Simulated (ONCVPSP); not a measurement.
**revPBE ONCV dataset for magnesium (Mg), scalar-relativistic all-electron reference.**

| Item | Value |
| --- | --- |
| Element | magnesium |
| Generator | ONCVPSP 4.0.1 |
| Type | optimised norm-conserving Vanderbilt (ONCV) |
| Functional | revPBE |
| Relativity | scalar-relativistic |
| Frozen core | [Ne] |
| Valence charge | 2 |
| Reference configuration | 3s1 3p1 |
| Partial waves | 3s: rc 1.75 bohr, ncon 3, nbas 7, qcut 3.8 1/bohr, 2 projectors, debl 2.3 Ha; 3p: rc 3.45 bohr, ncon 4, nbas 8, qcut 2.6 1/bohr, 2 projectors, debl 2.7 Ha; d scattering state at 0.27 Ha: rc 3.20 bohr, ncon 4, nbas 7, qcut 2.6 1/bohr, 3 projectors, debl 3.1 Ha |
| Local potential | polynomial inside 1.20 bohr (lpopt 5, dvloc0 1 Ha) |
| Core correction | Teter function, fcfact 4.75, rcfact 1.7 |

All-electron outer shells of the reference configuration (revPBE, scalar-relativistic, ld1.x):

| shell | level (eV) | outermost node (bohr) | outermost maximum (bohr) |
| --- | --- | --- | --- |
| 2s | -82.04 | 0.18 | 0.54 |
| 2p | -48.67 | – | 0.48 |
| 3s | -5.62 | 0.90 | 2.53 |
| 3p | -2.06 | 0.95 | 3.37 |

Problem. Estimate the cutoffs (Ha) at which the residual kinetic energy of the hardest occupied pseudo-wave falls to 1 and 0.1 mHa per electron.

Solution. 4.0 Ha and 5.9 Ha. The cutoffs count occupied waves only; projector 2 of the s channel, the hardest unoccupied one, needs 68 Ha at the loose tolerance.

Problem. Does the potential have ghost states?

Solution. Ghosts flagged at negative energy: d at -1142.7 eV; GHOST(+) flagged for s at 81.8 eV, d at 177.3 eV, d at 340.6 eV. A true bound ghost makes a file unfit for plane-wave use.

Problem. Which valence shell sets the plane-wave cutoff?

Solution. 3s: 4 Ha for 1 mHa per electron, against 1 Ha for 3p.

Problem. Tests: 3s2 3p0; 3s1 3p0; 3s1.5 3p0; 3s0 3p2. Which has the largest error in its energy relative to the reference configuration, and how large is it?

Solution. 3s1 3p0, with -21 meV (all-electron minus pseudo) on +4.45 eV.
